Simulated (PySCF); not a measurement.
Computed shifts of a molecule C3H6BFO, KT2/pcSseg-1 (PySCF), GIAO, gas phase, equivalent atoms averaged, in ppm (number of nuclei): ¹³C: 172.3 (1), 103.9 (1), 6.9 (1). ¹⁹F: -133.5 (1). ¹H: 5.72 (1), 5.45 (1), 5.19 (1), 0.80 (3). References: ¹³C against TMS (σ = 185.1 ppm); ¹⁹F against CFCl3 (σ = 127.1 ppm); ¹¹B against BF3 (σ = 89.8 ppm); ¹⁷O against H2O (σ = 330.4 ppm); ¹H against TMS (σ = 31.47 ppm), references at their B3LYP-D3(BJ)/def2-TZVP geometries, non-relativistic. Coordinates come from a PBE0-D3(BJ)/def2-SVP optimisation. Other conformers were not sampled.

Q: Which structure fits?
A) C=C(F)B(C)O
B) CB(F)CC=O
C) CB(O)/C=C/F
D) C=CB(F)OC

A: A, C=C(F)B(C)O
